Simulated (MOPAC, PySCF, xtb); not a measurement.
Pair of molecules: SiH4 (SMILES [SiH4]) (first 5 atoms) with CHN (SMILES C#N); geometry from B3LYP-D3(BJ)/def2-TZVP.
(charge 0, multiplicity 1):
```xyz
8

Si     0.147     0.140     0.025
H     -0.521     1.420     0.343
H     -0.599    -0.965     0.679
H      1.533     0.150     0.543
H      0.150    -0.086    -1.436
C     -0.453    -0.446     3.899
N     -0.152     0.153     4.828
H     -0.730    -0.998     3.028
```

Monomers are frozen at their geometry in the pair; levels with a basis set take the counterpoise correction. Rows marked so take none.

Rows in 6-31G* carry no dispersion term and start afresh at each structure (6-31G* with six Cartesian d functions). The state that PM3 reach isn't checked.

The values were computed with MOPAC for PM3 (differences of heats of formation); PySCF for 6-31G* rows; xtb for the GFN methods. 

Q: Estimate the interaction energy that HF/6-31G* (no counterpoise) returns for this input.

A: 9 meV

Q: Estimate the interaction energy that PM3 returns for this input.

A: -49 meV

Q: Estimate the interaction energy that GFN1-xTB returns for this input.

A: -24 meV
